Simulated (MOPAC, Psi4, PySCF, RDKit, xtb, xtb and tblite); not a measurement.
Two geometries of SMILES C(OC)(CCC#N)=O, relaxed at GFN2-xTB with one dihedral held; other torsions can differ between them too.

Structure A

```
15

C     -2.5150     0.3609    -0.2279
O     -1.2744    -0.3171    -0.3988
C     -0.3634    -0.2022     0.5704
O     -0.6135    -0.0429     1.7346
C      1.0371    -0.4053     0.0184
C      1.7135     0.9747    -0.0558
C      0.9142     1.8827    -0.8408
N      0.2576     2.5882    -1.4548
H     -2.4263     1.3591    -0.6603
H     -3.2715    -0.2125    -0.7592
H     -2.7664     0.4303     0.8321
H      1.6055    -1.0502     0.6887
H      0.9706    -0.8542    -0.9724
H      2.7055     0.8905    -0.5069
H      1.8159     1.3907     0.9510
```

Structure B

```
15

C     -2.5962     0.2692    -0.2168
O     -1.3167    -0.3352    -0.3845
C     -0.3929    -0.1338     0.5775
O     -0.5346    -0.4576     1.7234
C      0.9301     0.3533     0.0057
C      1.1537     1.7995     0.4807
C      0.0652     2.6372     0.0450
N     -0.8199     3.2685    -0.3077
H     -2.5260     1.3328    -0.4556
H     -3.2663    -0.2291    -0.9137
H     -2.9575     0.1380     0.8060
H      1.7390    -0.2739     0.3821
H      0.8943     0.3045    -1.0825
H      2.0905     2.1933     0.0782
H      1.1971     1.8276     1.5736
```

### Question
Which is lower in energy at the level PBE0-D3(BJ)/def2-SVP // GFN2-xTB (Psi4), and by how much?

### Answer
A is lower, by 6.31 kcal/mol (dihedral C1–O2–C3–O4: 30° in A, 60° in B).

E(B) − E(A) in kcal/mol at the other levels, on the same two geometries: GFN2-xTB (xtb and tblite) 6.61; MMFF94 // GFN2-xTB (RDKit) 6.28; PBE0/def2-SVP // GFN2-xTB (Psi4) 6.42; PBE/def2-SVP // GFN2-xTB (Psi4) 6.38; PBE-D3(BJ)/def2-SVP // GFN2-xTB (Psi4) 6.25; UFF // GFN2-xTB (RDKit) -0.12; PM7, restricted, heats of formation // GFN2-xTB (MOPAC) 3.87; AM1, restricted, heats of formation // GFN2-xTB (MOPAC) 3.91; GFN1-xTB // GFN2-xTB (xtb) 5.53; restricted B3LYP/6-31G*, spherical d, density fitting // GFN2-xTB (PySCF) 6.14; restricted B3LYP/3-21G // GFN2-xTB (PySCF) 5.62; restricted BP86/6-31G*, spherical d, density fitting // GFN2-xTB (PySCF) 6.34; restricted Hartree-Fock/3-21G // GFN2-xTB (PySCF) 5.29.
